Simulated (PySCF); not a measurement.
Gas-phase reaction: HfCl2(OH)2 + 2 HCl → HfCl4.H2O + H2 + O

Method: PySCF energies plus ideal-gas RRHO corrections (1 bar). † marks an energy on the PBE0/def2-TZVP geometry and frequencies. MP2 freezes the core. Open shells (unrestricted): O (multiplicity 3, electronic degeneracy 9); the rest are closed-shell singlets. Spin-orbit splitting is ignored; it lowers the true energy and changes the entropy of O. B3LYP is the form with VWN-RPA correlation. Hf: scalar-relativistic def2 core potential, no spin-orbit coupling. Adducts (HfCl4.H2O) have no counterpoise correction, and HF, PBE, BLYP, B3LYP and PBE0 lack dispersion. HfCl2(OH)2, HfCl4.H2O: computed as isolated molecules; such fragments, hydroxides, amides, oligomers or adducts are transient or little studied in the gas. MP2 isn't extrapolated to the basis-set limit; its ΔH°(298 K) is 370.4 kJ in def2-SVP and 402.4 kJ in def2-TZVPP. The harmonic model lacks anharmonicity and excited electronic states, which grow with temperature; levels with a mode under 35 cm⁻¹ are left out. Soft modes under 120 cm⁻¹ make the harmonic entropy rough for HfCl2(OH)2, HfCl4.H2O.

| level | ΔE electronic, kJ | ΔH°(298 K), kJ | ΔS°(298 K), J/K | ΔG°(600 K), kJ |
|---|---|---|---|---|
| B3LYP/def2-TZVP† | 402 | 401 | -33 | 419 |
| M06-2X/def2-TZVP† | 375 | 374 | -33 | 392 |
| MP2/def2-SVP† | 371 | 370 | -33 | 389 |
| PBE/def2-TZVP† | 425 | 425 | -33 | 443 |
| PBE0/def2-QZVP† | 400 | 399 | -33 | 417 |
| PBE0/def2-SVP† | 370 | 369 | -33 | 387 |
| r2SCAN/def2-TZVP† | 383 | 382 | -33 | 400 |
| LDA/def2-TZVP† | 497 | 496 | -33 | 514 |
ΔH° is lowest at PBE0/def2-SVP† and highest at LDA/def2-TZVP†. No reference value is set beside these.
